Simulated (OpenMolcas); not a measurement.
## 4d3 along the 39-electron sequence

| Quantity | Value |
| --- | --- |
| Program | OpenMolcas |
| Method | RASSCF |
| Basis | ANO-RCC-VTZP |
| Scalar Hamiltonian | DKH2, point nucleus |
| Spin-orbit coupling | state interaction with AMFI integrals over the reference wave functions, term energies averaged over their components |

Active space for each ion: 9 electrons in 8 orbitals (RAS1 4p, at most 2 holes; RAS2 4d).

Computed levels in cm-1 above 4F 3/2:

```json
{"Level": "4F 5/2", "Tc4+": "1096", "Ru5+": "1462", "Rh6+": "1917", "Pd7+": "2525"}
{"Level": "4F 7/2", "Tc4+": "2467", "Ru5+": "3250", "Rh6+": "4203", "Pd7+": "5441"}
{"Level": "4F 9/2", "Tc4+": "4009", "Ru5+": "5216", "Rh6+": "6649", "Pd7+": "8460"}
{"Level": "4P 3/2", "Tc4+": "13959", "Ru5+": "15439", "Rh6+": "16796", "Pd7+": "18159"}
{"Level": "4P 1/2", "Tc4+": "14005", "Ru5+": "15609", "Rh6+": "17162", "Pd7+": "18823"}
{"Level": "4P 5/2", "Tc4+": "15741", "Ru5+": "17897", "Rh6+": "20120", "Pd7+": "22645"}
{"Level": "2G 7/2", "Tc4+": "16384", "Ru5+": "18476", "Rh6+": "20536", "Pd7+": "22807"}
{"Level": "2G 9/2", "Tc4+": "17423", "Ru5+": "19707", "Rh6+": "21938", "Pd7+": "24358"}
{"Level": "2P 1/2", "Tc4+": "19604", "Ru5+": "22173", "Rh6+": "24761", "Pd7+": "27661"}
{"Level": "weight of 4F in the lowest level (%)", "Tc4+": "99", "Ru5+": "98", "Rh6+": "97", "Pd7+": "97"}
```

Mixed levels, with the weight of the term that names them: Rh6+ 4P 3/2 (74 %), Rh6+ 2G 9/2 (74 %), Pd7+ 4P 3/2 (69 %), Pd7+ 2G 9/2 (66 %).

The fine-structure level 4F 9/2 changes by a factor of 2.11 from Tc4+ to Pd7+. Its fourth root runs 7.96, 8.50, 9.03, 9.59, with steps per unit of Z of 0.54, 0.53, 0.56; equal steps would mean a (Z - σ)^4 law with constant σ.

4P 3/2 changes by a factor of 1.3 over the same range, with steps per unit of Z of +1480, +1360, +1360 cm-1.

Without dynamic correlation excited terms often stand tens of per cent too high (terms of higher spin than the ground term too low), and those without a measured partner can miss by more than the paired ones. Active for correlation alone: 4p; no level in the range computed is led by a configuration that opens it, so any true level of that kind is missing. Only configurations of the active space appear.
